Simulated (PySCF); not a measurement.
## Mo (molybdenum, neutral): UHF calculation

Configuration: [Kr] 4d4 5s1 5p1, one real determinant (an excited configuration). Calculation: PySCF 2.14, in x2c-TZVPPall with one added diffuse shell each of s, p, d, f type (9s7p7d3f1g, 95 functions); the spin-free X2C one-electron Hamiltonian (Gaussian nucleus).

```json
{
 "Total energy": "-4046.088221 hartree",
 "One-electron energy": "-5579.3808 hartree",
 "Hartree (Coulomb) energy": "1655.9351 hartree",
 "Exchange energy": "-122.6426 hartree",
 "⟨S²⟩": "12.0033",
 "⟨L²⟩": "7.045",
 "Sum of ⟨r⟩": "33.27 bohr",
 "Sum of ⟨r²⟩": "68.19 bohr²",
 "Traceless quadrupole moment −½Σ⟨3z² − r²⟩ along its main axis": "-11.8 e·bohr²",
 "Langevin diamagnetic susceptibility": "-54.0 ×10⁻⁶ cm³/mol"
}
```

```json
{"shell": "1s α", "electrons": "1", "mean orbital energy (eV)": "-20110.4", "spread (eV)": "0", "rms radius, mean of both spins (bohr)": "0.0404"}
{"shell": "1s β", "electrons": "1", "mean orbital energy (eV)": "-20110.4", "spread (eV)": "0", "rms radius, mean of both spins (bohr)": "0.0404"}
{"shell": "2s α", "electrons": "1", "mean orbital energy (eV)": "-2919.2", "spread (eV)": "0", "rms radius, mean of both spins (bohr)": "0.166"}
{"shell": "2s β", "electrons": "1", "mean orbital energy (eV)": "-2918.4", "spread (eV)": "0", "rms radius, mean of both spins (bohr)": "0.166"}
{"shell": "2p α", "electrons": "3", "mean orbital energy (eV)": "-2604.5", "spread (eV)": "0.056", "rms radius, mean of both spins (bohr)": "0.148"}
{"shell": "2p β", "electrons": "3", "mean orbital energy (eV)": "-2603.7", "spread (eV)": "0.188", "rms radius, mean of both spins (bohr)": "0.148"}
{"shell": "3s α", "electrons": "1", "mean orbital energy (eV)": "-532.59", "spread (eV)": "0", "rms radius, mean of both spins (bohr)": "0.456"}
{"shell": "3s β", "electrons": "1", "mean orbital energy (eV)": "-532.08", "spread (eV)": "0", "rms radius, mean of both spins (bohr)": "0.456"}
{"shell": "3p α", "electrons": "3", "mean orbital energy (eV)": "-426.48", "spread (eV)": "0.295", "rms radius, mean of both spins (bohr)": "0.462"}
{"shell": "3p β", "electrons": "3", "mean orbital energy (eV)": "-425.92", "spread (eV)": "0.469", "rms radius, mean of both spins (bohr)": "0.462"}
{"shell": "3d α", "electrons": "5", "mean orbital energy (eV)": "-253.76", "spread (eV)": "0.683", "rms radius, mean of both spins (bohr)": "0.453"}
{"shell": "3d β", "electrons": "5", "mean orbital energy (eV)": "-252.53", "spread (eV)": "0.515", "rms radius, mean of both spins (bohr)": "0.453"}
{"shell": "4s α", "electrons": "1", "mean orbital energy (eV)": "-85.695", "spread (eV)": "0", "rms radius, mean of both spins (bohr)": "1.18"}
{"shell": "4s β", "electrons": "1", "mean orbital energy (eV)": "-80.153", "spread (eV)": "0", "rms radius, mean of both spins (bohr)": "1.18"}
{"shell": "4p α", "electrons": "3", "mean orbital energy (eV)": "-55.133", "spread (eV)": "1.057", "rms radius, mean of both spins (bohr)": "1.33"}
{"shell": "4p β", "electrons": "3", "mean orbital energy (eV)": "-47.845", "spread (eV)": "0.782", "rms radius, mean of both spins (bohr)": "1.33"}
{"shell": "4d α", "electrons": "4", "mean orbital energy (eV)": "-12.819", "spread (eV)": "0.541", "rms radius, mean of both spins (bohr)": "1.97"}
{"shell": "5s α", "electrons": "1", "mean orbital energy (eV)": "-9.312", "spread (eV)": "0", "rms radius, mean of both spins (bohr)": "3.50"}
{"shell": "5p α", "electrons": "1", "mean orbital energy (eV)": "-4.844", "spread (eV)": "0", "rms radius, mean of both spins (bohr)": "4.81"}
```

⟨L²⟩ = 7.05 against 12 for a pure F term, so this real determinant mixes terms.

Densities and radii are taken from the X2C orbitals without a picture-change correction, which distorts them close to the nucleus.

Spin-orbit constants ζ (cm⁻¹) from the X2C one-electron operator on these orbitals: bare nucleus, nucleus screened by l(l+1)(2l+1)/3 electrons, and screened by the Breit-Pauli mean field of the electrons.

```tsv
shell	bare	screened nucleus	mean field
2p	580100	552400	n/a
3p	96670	92070	n/a
3d	13620	10380	n/a
4p	12550	11950	n/a
4d	912.2	695.0	n/a
5p	816.7	777.8	n/a
```

To first order the Landé constant is A = 120.4 cm⁻¹, so the lowest level has J = 0 and lies 0.179 eV below the centre of the term. This holds in LS coupling only.
